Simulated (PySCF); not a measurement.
Compound: CH6N2OSi.
SMILES: `N[SiH2]C(N)=O`

Torsions of this conformer, `[NH2:1][SiH2:2][C:3]([NH2:4])=[O:5]`: N1–Si2–C3–N4 -9°, H–N1–Si2–C3 137°, H–N1–Si2–C3 -87°, H–N4–C3–Si2 -1°, H–N4–C3–Si2 -178°.

The closed-shell ground state was solved at several levels (PySCF, density fitting, gas phase, non-relativistic). Geometry: PBE0-D3(BJ)/def2-SVP, one conformer, isolated molecule.

```csv
level,basis functions,total energy (Eh),HOMO (eV),LUMO (eV),gap (eV),dipole (D)
B3LYP/def2-SVPD,155,-515.7615,-6.58,-0.53,6.05,4.70
CAM-B3LYP/pcSseg-2,271,-516.0084,-8.20,0.57,8.77,4.78
```

**Question.** What might PBE0/pcSseg-1 (122 basis functions) give for the same quantities?

**Answer.** Total energy -515.5659 Eh, HOMO -6.65 eV, LUMO 0.05 eV, gap 6.70 eV, dipole 4.73 D.

**Question.** Over all these levels, which gives the widest orbital gap and which the narrowest?

**Answer.** CAM-B3LYP/pcSseg-2 (range-separated hybrid) has the widest, 8.77 eV, and B3LYP/def2-SVPD (global hybrid, 20 % exact exchange) the narrowest, 6.05 eV. Functional and basis both differ between the two, so the spread mixes both effects.

**Question.** How far do the dipole and the HOMO energy spread over the levels?

**Answer.** The dipole runs from 4.70 to 4.78 D (mean 4.74 D) and the HOMO from -8.20 to -6.58 eV.
